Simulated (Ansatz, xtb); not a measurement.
Two isomers of C5H6OS2

Structure X: `CSc1ccc(O)s1`, a singlet. Structure Y: `O=C1CCSC(=S)C1`, a singlet. Both are isolated molecules in the gas phase, relaxed with PBE-D3(BJ)/def2-SVP; the shapes shown needn't be the lowest conformers.

X (Å):

| atom | x (Å) | y (Å) | z (Å) |
| --- | --- | --- | --- |
| C | -2.4748 | -1.7051 | -1.9381 |
| C | -0.3830 | -0.3941 | -0.6598 |
| C | -0.5194 | 0.5155 | 0.3776 |
| C | 0.3450 | 0.2805 | 1.4861 |
| C | 1.1538 | -0.8280 | 1.2965 |
| O | 2.0514 | -1.2963 | 2.1938 |
| S | -1.1956 | -0.4184 | -2.2088 |
| S | 0.8684 | -1.5845 | -0.2588 |
| H | -3.0404 | -1.7886 | -2.8870 |
| H | -3.1629 | -1.4104 | -1.1225 |
| H | -2.0087 | -2.6824 | -1.7061 |
| H | -1.2406 | 1.3426 | 0.3219 |
| H | 0.3857 | 0.8882 | 2.3990 |
| H | 2.5428 | -2.0454 | 1.8095 |

Y (Å):

```xyz
14

C     0.4032   -1.3844   -0.5156
C     0.1389    0.0485   -0.0568
C    -0.6006    0.1550    1.2723
C     0.7187   -2.2220    1.9082
C     0.1633   -2.4874    0.5264
O     0.7708   -1.6469   -1.6437
S     0.3165   -0.6751    2.6355
S     1.6508   -3.2933    2.7383
H    -0.4113    0.5627   -0.8725
H     1.1288    0.5505    0.0146
H    -0.7008    1.2087    1.5987
H    -1.6244   -0.2700    1.2119
H    -0.9454   -2.5847    0.6127
H     0.5616   -3.4422    0.1388
```

Question: Estimate which is lower in electronic energy at CCSD(T)/def2-SVP + ΔMP2/def2-TZVPP, and by roughly how much.

Answer: The CCSD(T)/def2-SVP + ΔMP2/def2-TZVPP calculation puts structure Y lower, by 5.9 kcal/mol.

Level by level:

| level | geometry | E(Y) − E(X) (kcal/mol) | departure from the last row (kcal/mol) | job, with rough time for the two |
| --- | --- | --- | --- | --- |
| PBE-D3(BJ)/def2-SVP | PBE-D3(BJ)/def2-SVP | −10.0 | −4.1 | optimisation, 41 s |
| HF/def2-SVP | PBE-D3(BJ)/def2-SVP | −12.0 | −6.1 | part of the CCSD(T) run |
| MP2/def2-SVP | PBE-D3(BJ)/def2-SVP | −9.9 | −4.0 | part of the CCSD(T) run |
| CCSD(T)/def2-SVP | PBE-D3(BJ)/def2-SVP | −13.1 | −7.2 | single point |
| CCSD(T)/def2-SVP + ΔMP2/def2-TZVPP | PBE-D3(BJ)/def2-SVP | −5.9 |  | single point, 2 min |

As drawn, Y has 1 C=O, 4 C–C, 1 C=S, 1 C–H in place of 3 C∷C, 1 C–O, 2 C∷S, 1 O–H (∷ is an aromatic bond). Structure X has a 5-membered ring (with an aromatic ring), Y a 6-membered ring.

None of the levels shown reverses the order. The largest departure from CCSD(T)/def2-SVP + ΔMP2/def2-TZVPP is that of CCSD(T)/def2-SVP, 7.2 kcal/mol. Levels run at GFN2-xTB geometries aren't shown. The last row adds to CCSD(T) the change of the MP2 difference between the two basis sets, here +7.2 kcal/mol, a large step that makes the value less sure.

With thermal terms from frequencies at re-optimised GFN2-xTB minima (ideal gas, soft modes damped towards free rotors, one conformer each, 298.15 K, 1 atm): the zero-point term adds +1.7 kcal/mol; ΔH is −5.0 and ΔG −3.6 kcal/mol.

The correlated steps freeze 16 core orbitals. Codes used: Ansatz 0.2.0, xtb 6.7.1; the last row on 4 threads of Arm Neoverse V1 on a shared host.
